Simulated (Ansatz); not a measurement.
## Redistribution: CH2BrI + C5H10 → CH3I + C5H9Br

Species: CH2BrI `BrCI`, singlet; C5H10 (cyclopentane) `C1CCCC1`, singlet; CH3I (methyl iodide) `CI`, singlet; C5H9Br (bromocyclopentane) `BrC1CCCC1`, singlet. The partners trade Br for H; both sit on C, so the bond types are kept.

Shapes, held fixed at every level: PBE0-D4/def2-TZVP. Flexible molecules stand in one conformer, not always the lowest. Programs: Ansatz 0.2.0. Electronic energies: no zero-point or thermal term.

```tsv
level	kind	ΔE (kJ/mol)	less CCSD(T)/def2-TZVPP
HF/def2-SVP	Hartree–Fock	-39.3	-3.6
HF/def2-TZVPP	Hartree–Fock	-38.0	-2.3
SPW92/def2-TZVPP	LDA	-31.0	+4.7
B3LYP-D4/def2-TZVPP	global hybrid	-31.3	+4.4
BHLYP-D4/def2-TZVPP	global hybrid	-34.2	+1.5
wB97M-V/def2-TZVPP	range-separated hybrid	-34.3	+1.4
MP2/def2-TZVPP	perturbation theory	-35.8	-0.1
CCSD(T)/def2-TZVPP	coupled cluster or CI	-35.7	0.0
```

The highest level, CCSD(T)/def2-TZVPP, gives ΔE = -35.7 kJ/mol; the levels span -39.3 to -31.0. The column of differences is taken from that level and isn't an error. No measured value is set beside it here. For atoms past krypton def2 sets carry core potentials with scalar relativity. Relativity is left out for Br. Outer-core shells of Br, I are correlated in most correlated rows, in sets that cover them unevenly.
